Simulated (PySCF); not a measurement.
Ga(F)2(SeH) (F₂GaHSe), SMILES [F][Ga]([F])[SeH]. Geometry optimised at PBE-D3(BJ)/def2-SVP. The structure was generated by enumeration; whether it is a known compound was not checked. One conformer was computed; it need not be the lowest.

All values below come from PBE-D3(BJ)/def2-SVP run with PySCF.

Harmonic wavenumbers (cm⁻¹): 105, 156, 175, 231, 294, 621, 671, 713, 2357. Rotational constants (GHz): 5.869, 1.478, 1.181; symmetry number 1.

Work out the zero-point energy and the ideal-gas rigid-rotor harmonic-oscillator thermochemistry at 298.15 K and 1 atm.

ZPE = ½ Σ hcν = ½ × 5323 cm⁻¹ = 31.84 kJ/mol. H − E(el) = 50.37 kJ/mol. Entropy in J/(mol K): translation 174.03, rotation 116.49, vibration 53.16, total 343.69. G − E(el) = -52.10 kJ/mol. Cp = 82.94 J/(mol K). Modes under 150 cm⁻¹ make the vibrational entropy uncertain.
